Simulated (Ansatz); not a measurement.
Born–Oppenheimer molecular dynamics of BCl3 (4 atoms, charge 0, multiplicity 1). It goes on from the last frame of an earlier run, with new velocities.

These are results of Ansatz 0.2.0, RKS PBE0-D4/6-31G, not measurements.

```
ensemble                      : NVE (velocity Verlet)
time step                     : 2 fs
steps asked                   : 100
starting velocities drawn for : 300 K
seed                          : 470500
```

Frames 2 fs apart, positions in Å, forces in eV/Å.

Velocities at 160.0 fs (Å/ps):

```
B 7.31 -6.67 0.27
Cl -3.02 0.73 0.57
Cl 0.70 0.77 -2.28
Cl 0.10 0.53 1.63
```

```xyz
4
Properties=species:S:1:pos:R:3:forces:R:3 time_fs=160.0 energy_less_start_eV=-0.013 T=349
B 0.059 0.096 0.067 -1.01 -0.82 -1.71
Cl -0.032 -0.010 1.813 0.31 0.23 0.14
Cl 1.556 -0.008 -0.939 -0.50 0.28 0.78
Cl -1.542 -0.011 -0.894 1.20 0.31 0.79
4
Properties=species:S:1:pos:R:3:forces:R:3 time_fs=162.0 energy_less_start_eV=-0.013 T=350
B 0.072 0.081 0.064 -1.25 -0.69 -1.57
Cl -0.037 -0.008 1.814 0.37 0.20 0.06
Cl 1.557 -0.006 -0.943 -0.38 0.23 0.74
Cl -1.542 -0.010 -0.890 1.26 0.27 0.78
4
Properties=species:S:1:pos:R:3:forces:R:3 time_fs=164.0 energy_less_start_eV=-0.026 T=401
B 0.081 0.064 0.056 -1.43 -0.55 -1.26
Cl -0.043 -0.006 1.815 0.43 0.16 -0.13
Cl 1.558 -0.004 -0.947 -0.25 0.17 0.67
Cl -1.539 -0.009 -0.886 1.25 0.21 0.72
4
Properties=species:S:1:pos:R:3:forces:R:3 time_fs=166.0 energy_less_start_eV=-0.048 T=484
B 0.084 0.044 0.044 -1.52 -0.38 -0.83
Cl -0.048 -0.004 1.817 0.48 0.12 -0.37
Cl 1.558 -0.002 -0.949 -0.13 0.12 0.58
Cl -1.536 -0.007 -0.881 1.17 0.15 0.62
4
Properties=species:S:1:pos:R:3:forces:R:3 time_fs=168.0 energy_less_start_eV=-0.072 T=575
B 0.082 0.024 0.028 -1.47 -0.21 -0.35
Cl -0.052 -0.002 1.817 0.53 0.07 -0.63
Cl 1.558 0.000 -0.951 -0.06 0.06 0.51
Cl -1.531 -0.005 -0.875 1.00 0.08 0.47
4
Properties=species:S:1:pos:R:3:forces:R:3 time_fs=170.0 energy_less_start_eV=-0.092 T=649
B 0.074 0.002 0.011 -1.26 -0.02 0.13
Cl -0.056 0.000 1.817 0.55 0.01 -0.86
Cl 1.559 0.003 -0.953 -0.03 0.01 0.47
Cl -1.525 -0.003 -0.868 0.74 0.01 0.26
4
Properties=species:S:1:pos:R:3:forces:R:3 time_fs=172.0 energy_less_start_eV=-0.100 T=681
B 0.062 -0.019 -0.005 -0.85 0.16 0.57
Cl -0.060 0.002 1.817 0.56 -0.06 -1.04
Cl 1.559 0.005 -0.954 -0.08 -0.05 0.45
Cl -1.518 -0.001 -0.861 0.37 -0.05 0.01
4
Properties=species:S:1:pos:R:3:forces:R:3 time_fs=174.0 energy_less_start_eV=-0.093 T=651
B 0.047 -0.040 -0.020 -0.27 0.34 0.96
Cl -0.062 0.004 1.815 0.56 -0.12 -1.15
Cl 1.559 0.007 -0.954 -0.17 -0.11 0.47
Cl -1.511 0.001 -0.854 -0.11 -0.10 -0.28
4
Properties=species:S:1:pos:R:3:forces:R:3 time_fs=176.0 energy_less_start_eV=-0.068 T=556
B 0.031 -0.059 -0.031 0.41 0.49 1.29
Cl -0.064 0.006 1.811 0.54 -0.19 -1.20
Cl 1.559 0.009 -0.954 -0.30 -0.17 0.51
Cl -1.504 0.003 -0.848 -0.65 -0.14 -0.60
4
Properties=species:S:1:pos:R:3:forces:R:3 time_fs=178.0 energy_less_start_eV=-0.032 T=421
B 0.017 -0.077 -0.037 1.08 0.63 1.52
Cl -0.066 0.008 1.807 0.53 -0.25 -1.17
Cl 1.558 0.011 -0.953 -0.43 -0.22 0.55
Cl -1.498 0.004 -0.842 -1.18 -0.16 -0.91
4
Properties=species:S:1:pos:R:3:forces:R:3 time_fs=180.0 energy_less_start_eV=0.000 T=300
B 0.006 -0.093 -0.038 1.59 0.74 1.61
Cl -0.067 0.010 1.801 0.52 -0.30 -1.06
Cl 1.558 0.013 -0.952 -0.52 -0.28 0.59
Cl -1.493 0.006 -0.837 -1.58 -0.17 -1.14
4
Properties=species:S:1:pos:R:3:forces:R:3 time_fs=182.0 energy_less_start_eV=0.014 T=250
B 0.001 -0.106 -0.033 1.81 0.83 1.51
Cl -0.067 0.011 1.794 0.52 -0.33 -0.87
Cl 1.556 0.014 -0.950 -0.57 -0.32 0.61
Cl -1.489 0.007 -0.834 -1.77 -0.18 -1.25
```

Of the whole run (200 fs, mean temperature of the second half 471 K): The conserved energy stayed within 0.58 meV per atom of its start (net change -0.014 meV per atom), so the integration is sound. The kinetic energy rose, since the run started high on the potential surface and went downhill. A run of 0.2 ps of so small a system gives no equilibrium averages. Limits of this set-up: no polarisation functions.

Time of the run: 2.3 min on 1 thread of Arm Neoverse V2 (shared host), peak memory 0.1 GiB.
